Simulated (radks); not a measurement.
Values are calculated unless marked as measured or tabulated.
Task: All-electron atom: the rhenium ion Re3+ in [Xe] 4f14 5d4. Code: a radial shooting solver on a logarithmic mesh with Libxc functionals. Model: scalar-relativistic Kohn-Sham, SCAN, spin-polarised, spherical densities, finite nucleus; open shells are filled with parallel spins first (spin-orbit coupling, left out, can overturn this in heavy ions); meta-GGA in the generalised Kohn-Sham scheme; Fermi nuclear charge, rms radius 5.3698 fm. Some entries of the table are withheld. Estimate them.

orbital,occ.,eigenvalue (eV),<r> (bohr)
1s up,1,-71758.27,0.01804
1s down,1,-71758.27,0.01804
2s up,1,-12493.09,0.07618
2s down,1,-12492.92,0.07618
2p up,3,-10903.57,0.06834
2p down,3,-10903.40,0.06834
3s up,1,-2927.060,0.1972
3s down,1,-2927.014,0.1972
3p up,3,-2455.437,0.1978
3p down,3,-2455.374,0.1978
3d up,5,-1919.779,0.1794
3d down,5,-1919.635,0.1794
4s up,1,-640.1769,0.4404
4s down,1,-639.8711,0.4404
4p up,3,-484.7629,0.4682
4p down,3,-484.4683,0.4681
4d up,5,-289.0842,0.5001
4d down,5,-288.7268,0.4997
5s up,1,-117.7552,1.039
5s down,1,-115.1292,1.030
5p up,3,-78.9868,(1)
5p down,3,-75.7324,(2)
4f up,7,-72.8509,0.5816
4f down,7,-72.2527,0.5767
5d up,4,-34.5175,1.662

Result: 
(1) 5p up <r> (bohr): 1.201
(2) 5p down <r> (bohr): 1.187
